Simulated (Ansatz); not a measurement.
Internal rotation in ethyl methyl carbonate, C4H8O3, SMILES O=C(OC)OCC. Scanned: dihedral C4–O3–C2–C1; all other coordinates were relaxed at B3LYP-D3(BJ)/def2-SVP. Points at φ and −φ are mirror images.

Geometry of the scan point at -100° (Å):
```
15

C      2.1795     1.0891    -0.8613
C      1.5263     0.3715     0.3054
O      0.3787    -0.3718    -0.1369
C     -0.8187     0.1827     0.0631
O     -1.0382     1.2515     0.5785
O     -1.7487    -0.6513    -0.4114
C     -3.0959    -0.2068    -0.2758
H      2.4420     0.3797    -1.6608
H      3.0996     1.5942    -0.5273
H      1.5022     1.8512    -1.2767
H      1.2170     1.0772     1.0888
H      2.2050    -0.3768     0.7410
H     -3.7199    -0.9897    -0.7237
H     -3.2496     0.7489    -0.7994
H     -3.3601    -0.0704     0.7839
```

Calculation: Ansatz (a first-principles code) with CCSD(T) on RHF/cc-pVDZ, frozen core // B3LYP-D3(BJ)/def2-SVP.

Scanned values (°): -160, -140, -120, -100, -80, -60, -40, -20, 0, 20, 40, 60, 80, 100, 120, 140, 160, 180.

Q: Describe the profile: where are the wells and the tops?

A: Lower than their neighbours: -80° (0.0 kcal/mol), 80° (0.0 kcal/mol), 180° (0.2 kcal/mol). Higher than their neighbours: -120° (1.2 kcal/mol), 0° (7.2 kcal/mol), 120° (1.2 kcal/mol). The whole profile spans 7.2 kcal/mol.
